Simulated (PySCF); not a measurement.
## MnN: from constants to spectrum

PBE constants of MnN, ⁵Π (quintet), unpaired electrons σ ↑, π ↑, δ ↑↑ (basis Mn x2c-TZVPPall, N x2c-TZVPPall; spin-free X2C with a Gaussian nucleus; PySCF 2.14; masses 54.9380 and 14.0031 u):

```
ωe                     : 929.1 cm⁻¹
ωexe                   : 8.58 cm⁻¹
Be                     : 0.61153 cm⁻¹
αe                     : 0.00630 cm⁻¹
D (centrifugal)        : 1.06e-06 cm⁻¹
De to Mn (3d5 4s2) + N : 3.78 eV
```

(1) Give the vibrational terms G(v) and spacings up to v = 3.

(2) How well does the Morse estimate ωe²/(4ωexe) reproduce De, and what is D0?

The metal atom is held in its measured ground configuration; semilocal functionals can put another filling of s and d lower by some tenths of an eV, and De to that atom would be smaller. The state is the lowest single determinant that the PBE0 search found; with open d or f shells the true ground state can be another one.

## Answers

(1) G(v) = ωe(v+½) − ωexe(v+½)².

| v | G(v) (cm⁻¹) | G(v) − G(v−1) | Bv (cm⁻¹) |
| --- | --- | --- | --- |
| 0 | 462 |  | 0.6084 |
| 1 | 1374 | 912 | 0.6021 |
| 2 | 2269 | 895 | 0.5958 |
| 3 | 3147 | 878 | 0.5895 |

(2) It gives 3.12 eV, 82 % of the computed De. D0 = De − G(0) = 3.78 − 0.06 = 3.72 eV.
